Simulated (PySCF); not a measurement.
Job file and geometry (Å, from GFN2-xTB) of an NMR shielding run on `InChI=1S/CH9N2Si2.Al.2H/c1-2-5-3-4;;;/h3H,5H2,1,4H3;;;/q-1;+1;;`, GIAO PBE0/pcSseg-1 NMR shielding, non-relativistic, gas phase in PySCF 2.14.0, density-fitted response routines; density fitting, a coarse starting grid and PySCF grid level 2 are the driver's defaults:

```
$ OMP_NUM_THREADS=1 python probes_run.py task.json out

{"job": {"kind": "nmr", "xc": "PBE0", "basis": "pcSseg-1"}, "charge": 0, "multiplicity": 1}
C     -2.477252    -0.884083     0.902776
N     -1.310606    -0.209440     0.361418
Al    -0.543101     1.506403     0.234769
Si    -0.074908    -1.051282    -0.462576
N      0.922463     0.433014    -0.765313
Si     2.614817     0.455785    -0.291534
H     -2.188343    -1.658550     1.618351
H     -3.057521    -1.361734     0.108404
H     -3.115388    -0.162597     1.410718
H     -1.157636     2.448163    -0.841291
H      0.084508     2.091845     1.527346
H      0.728864    -2.007407     0.305039
H     -0.366936    -1.634633    -1.780300
H      0.832699     0.686400    -1.743931
H      3.272788    -0.653521    -0.990078
H      2.677836     0.279350     1.151459
H      3.150718     1.734317    -0.755168
```

**Question.** What does the program print?

**Answer.** 
```
coarse grid: 14904 points
cycle   1  E = -975.0330445926  dE =  3.356e-01  |g| = 5.611e-01  |ddm| = 3.682e+00
cycle   2  E = -974.9249441455  dE =  1.081e-01  |g| = 8.826e-01  |ddm| = 1.805e+00
cycle   3  E = -975.1040061356  dE = -1.791e-01  |g| = 9.802e-02  |ddm| = 1.322e+00
cycle   4  E = -975.1057068959  dE = -1.701e-03  |g| = 4.302e-02  |ddm| = 1.173e-01
cycle   5  E = -975.1060531739  dE = -3.463e-04  |g| = 1.217e-02  |ddm| = 3.958e-02
cycle   6  E = -975.1060844954  dE = -3.132e-05  |g| = 2.542e-03  |ddm| = 1.225e-02
cycle   7  E = -975.1060859911  dE = -1.496e-06  |g| = 5.484e-04  |ddm| = 2.484e-03
final grid: 128032 points
cycle   8  E = -975.1337355426  dE = -1.484e-05  |g| = 7.365e-03  |ddm| = 1.773e-02
cycle   9  E = -975.1337227978  dE =  1.274e-05  |g| = 1.050e-02  |ddm| = 1.823e-02
cycle  10  E = -975.1337480193  dE = -2.522e-05  |g| = 1.238e-03  |ddm| = 1.146e-02
cycle  11  E = -975.1337483230  dE = -3.037e-07  |g| = 2.315e-04  |ddm| = 1.166e-03
cycle  12  E = -975.1337483323  dE = -9.369e-09  |g| = 7.920e-05  |ddm| = 2.183e-04
cycle  13  E = -975.1337483335  dE = -1.170e-09  |g| = 2.624e-05  |ddm| = 8.514e-05
cycle  14  E = -975.1337483337  dE = -1.512e-10  |g| = 3.394e-06  |ddm| = 2.526e-05
converged SCF energy = -975.1337483337

GIAO shielding tensors (ppm)
atom      isotropic    diamagn.    paramagn.     s11        s22        s33       span
  0 C      155.013     238.121     -83.108    131.236    144.982    188.823     57.586
  1 N      235.415     331.576     -96.162    214.830    237.541    253.873     39.043
  2 Al     416.873     797.152    -380.279    379.142    413.594    457.883     78.741
  3 Si     368.827     882.835    -514.008    323.633    335.799    447.049    123.416
  4 N      254.882     328.484     -73.602    233.927    254.919    275.800     41.873
  5 Si     397.204     879.512    -482.308    367.314    375.643    448.655     81.340
  6 H       28.802      27.602       1.200     23.623     26.908     35.874     12.251
  7 H       28.789      27.070       1.719     23.576     26.745     36.047     12.472
  8 H       28.782      27.427       1.355     23.973     26.838     35.536     11.562
  9 H       27.206      31.125      -3.919     24.382     24.705     32.531      8.149
 10 H       27.278      31.317      -4.039     24.344     25.406     32.085      7.742
 11 H       26.224      31.612      -5.388     22.921     24.755     30.996      8.075
 12 H       26.097      31.136      -5.039     22.976     23.783     31.532      8.556
 13 H       30.597      34.025      -3.428     22.944     27.221     41.626     18.683
 14 H       27.001      28.643      -1.642     23.220     25.290     32.493      9.273
 15 H       26.964      29.545      -2.582     23.534     25.921     31.435      7.901
 16 H       27.015      28.544      -1.529     23.365     25.132     32.548      9.183
```

Size and cost of the density-fitted run: 178 basis functions, 51 s wall time on 1 thread of an Arm Neoverse N1, shared host; peak memory 0.76 GiB.
